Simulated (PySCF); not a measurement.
Al(H)(OMe)(NH2), SMILES C[O][AlH][NH2] at its PBE0/def2-SVP optimised geometry (Å):

```
10

Al     0.6460     0.2109     0.0000
H      2.2216     0.2109     0.0000
O     -0.1444    -1.2888    -0.0024
C     -1.3855    -1.8974    -0.0080
H     -2.2216    -1.1857    -0.1551
H     -1.4510    -2.6486    -0.8162
H     -1.5732    -2.4289     0.9434
N     -0.2530     1.7367     0.0000
H      0.1904     2.6486    -0.0058
H     -1.2606     1.8467     0.0045
```

Method: PySCF 2.14.0 with PBE0/def2-TZVP. Cells within 0.4 Å of a nucleus heavier than hydrogen are left out (blank, or x).

Map of the deformation density (molecule minus spherical neutral atoms) (e/bohr³) on the plane z = 0.0 Å:

```
|1111111111111111111111111111111|
|1111111111111111111111111111111|
|1111111111111111111111111111111|
|1111111111111111111111111111111|
|1111111111111111111111111111111|
|1111111111111110001111111111111|
|1111111111111110001111111111111|
|1111111111111126400111111111111|
|1111111111012139611111111111111|
|11111111100385xx211111111111111|
|11111111100386xx211111111111111|
|1111111111012148421111111111111|
|1111111111111135410122111111111|
|1111111111111112111233211111111|
|1111111111111000xxx356411111111|
|1111111111111111xx1246311111111|
|1111111111111123211133211111111|
|1111111111111256310111111111111|
|11111111343112xx321111111111111|
|11111111596133xx421111111111111|
|1111111136xx3518421111111111111|
|1111111110xxx112211111111111111|
|1111111100240001111111111111111|
|1111111101221001111111111111111|
|1111111111111111111111111111111|
|1111111111111111111111111111111|
|1111111111111111111111111111111|
|1111111111111111111111111111111|
|1111111111111111111111111111111|
|1111111111111111111111111111111|
|1111111111111111111111111111111|
```
Scale: ten equal steps from -0.019 (start of '0') to 0.098 (end of '9'), in the order '0123456789'; x runs from -5.00 to 5.00, y from -5.00 (bottom) to 5.00 (top).
